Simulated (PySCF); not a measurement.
**Ruthenium: a sound run and one with changed settings**

Sound run: Ru [Kr] 4d7 5s1, Ru⁺ [Kr] 4d7. All numbers are calculated (PySCF 2.14, a scalar-relativistic core potential, in def2-TZVP with the def2 core potential (28 electrons) (6s4p3d1f, 40 functions)). In the sound run the correlated levels freeze 4s2 4p6 outside the core potential. The sound run starts from symmetry-adapted Hartree-Fock orbitals and uses a fine grid where one is needed.

Changed run: all electrons correlated in a basis built for the valence shell.

| species | method | sound run (hartree) | changed run (hartree) | converged |
| --- | --- | --- | --- | --- |
| Ru | MP2 | -94.25701 | -94.46555 | yes |
| Ru⁺ | MP2 | -94.00377 | -94.20366 | yes |

Ionisation energy of Ru:

```
 method  sound run (eV)  changed run (eV)
    UHF           6.301             6.301
    MP2           6.891             7.126
SCS-MP2           6.702             6.913
```

A valence basis has no tight correlating functions, so it recovers only part of the core correlation, and not evenly between atom and ion.

For comparison, NIST gives 7.361 eV between the lowest levels.
